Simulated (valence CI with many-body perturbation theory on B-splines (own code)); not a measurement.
**Hg67+: calculated level list**

Level of theory: relativistic CI+MBPT: three valence electrons over a frozen Dirac-Fock core [Ne], radial functions for each j: 9 s, 9 p, 8 d, 6 f, 3 g, 1 h, with the one-electron correlation potential Σ1, the two-electron term Σ2, the three-electron term Σ3, Breit, model QED; selected CI, second order for the rest, scaled by the run's own slope (own B-spline code, finite nucleus).

No measured spectrum was set against this ion. As an estimate, large intervals hold to a few tenths of a per cent, small ones and those within an open d or f shell to about a per cent.

Levels 1 to 34 of 34, with energies above the lowest level, (3s^2 3p1/2) J=1/2. "Leading %" is the weight of the configuration and term that name the level; weights of strongly mixed levels are sums over their largest components and can fall short, so below about 35 % the name and the second component can differ from the true leading terms, or belong to a minority configuration. In the jj column 3d3/2^4 stands for four electrons in 3d with j = 3/2. Lifetimes count E1, E2, E3, M1 and M2 decay at the calculated energies, and are blank where another channel may lead or the interval is too uncertain; long ones can be off by a factor of two.

```csv
No.,Configuration,Term,J,E (× 10³ cm⁻¹),Leading %,g,Lifetime,Leading jj
1,3s²3p,²P°,1/2,0.00,100,0.643,,3s^2 3p1/2 (100 %)
2,3s3p²,⁴P,1/2,1537.6,51,2.074,20.7 ps,3s 3p1/2^2 (99 %)
3,3s²3p,²P°,3/2,4265.2,99,1.318,618 ps,3s^2 3p3/2 (99 %)
4,3s3p²,⁴P,3/2,5526.5,88,1.617,34.1 ps,3s 3p1/2 3p3/2 (99 %)
5,3s3p²,²D,5/2,5691.0,63,1.328,55.8 ps,3s 3p1/2 3p3/2 (98 %)
6,3s3p²,²D,3/2,5869.2,46,0.969,715 fs,3s 3p1/2 3p3/2 (78 %)
7,3s3p²,²P,1/2,5964.9,69,1.274,182 fs,3s 3p1/2 3p3/2 (99 %)
8,3s²3d,²D,3/2,6357.8,78,0.829,137 fs,3s^2 3d3/2 (78 %)
9,3s²3d,²D,5/2,7220.7,98,1.190,2.40 ps,3s^2 3d5/2 (98 %)
10,3s3p3d,⁴F°,3/2,7356.5,35,0.911,2.56 ps,3s 3p1/2 3d3/2 (59 %)
11,3s3p3d,⁴F°,3/2,7472.1,42,0.870,1.20 ps,3s 3p1/2 3d3/2 (55 %)
12,3s3p3d,⁴F°,5/2,7565.6,41,1.012,29.4 ps,3s 3p1/2 3d3/2 (99 %)
13,3s3p3d,⁴D°,1/2,7805.4,56,0.405,226 fs,3s 3p1/2 3d3/2 (99 %)
14,3s3p3d,⁴D°,3/2,7878.2,30,1.271,146 fs,3s 3p1/2 3d3/2 (84 %)
15,3s3p3d,⁴P°,5/2,8515.3,38,1.347,2.50 ps,3s 3p1/2 3d5/2 (100 %)
16,3s3p3d,⁴F°,7/2,8648.0,40,1.231,3.16 ps,3s 3p1/2 3d5/2 (99 %)
17,3s3p3d,²F°,5/2,8737.4,51,1.032,2.72 ps,3s 3p1/2 3d5/2 (99 %)
18,3s3p3d,²P°,3/2,8775.6,38,1.110,1.11 ps,3s 3p1/2 3d5/2 (94 %)
19,3p²3d,²D,3/2,9273.7,42,0.775,5.42 ps,3p1/2^2 3d3/2 (99 %)
20,3s3p²,⁴P,5/2,9893.1,62,1.433,752 fs,3s 3p3/2^2 (99 %)
21,3s3p²,²S,1/2,10229,68,1.933,253 fs,3s 3p3/2^2 (99 %)
22,3s3p²,²P,3/2,10291,60,1.187,124 fs,3s 3p3/2^2 (99 %)
23,3p²3d,²D,5/2,10363,34,1.188,2.24 ps,3p1/2^2 3d5/2 (99 %)
24,3p³,²D°,5/2,11568,64,1.178,420 fs,3p1/2 3p3/2^2 (64 %)
25,3p³,⁴S°,3/2,11620,49,1.424,166 fs,3p1/2 3p3/2^2 (91 %)
26,3p³,²P°,1/2,11771,74,0.865,212 fs,3p1/2 3p3/2^2 (74 %)
27,3s3p3d,⁴D°,3/2,11833,43,1.270,221 fs,3s 3p3/2 3d3/2 (96 %)
28,3s3p3d,⁴P°,1/2,11851,72,1.978,299 fs,3s 3p3/2 3d3/2 (90 %)
29,3s3p3d,⁴D°,5/2,11883,35,1.197,165 fs,3s 3p3/2 3d3/2 (75 %)
30,3s3p3d,⁴F°,7/2,11896,42,1.214,319 fs,3s 3p3/2 3d3/2 (97 %)
31,3s3p3d,²D°,3/2,12155,59,0.987,115 fs,3s 3p3/2 3d3/2 (92 %)
32,3s3p3d,²F°,5/2,12259,63,0.967,99.8 fs,3s 3p3/2 3d3/2 (89 %)
33,3s3p3d,²P°,1/2,12315,61,0.611,90.2 fs,3s 3p3/2 3d3/2 (84 %)
34,3s3p3d,⁴F°,9/2,12599,100,1.318,1.49 ns,3s 3p3/2 3d5/2 (100 %)
```

The ionisation energy to 3s² ¹S0 of the next ion comes out as 8162.4 eV (NIST: 8160 ± 40 eV (theoretical)). All 34 levels together are meant to be complete up to 12641 × 10³ cm⁻¹.
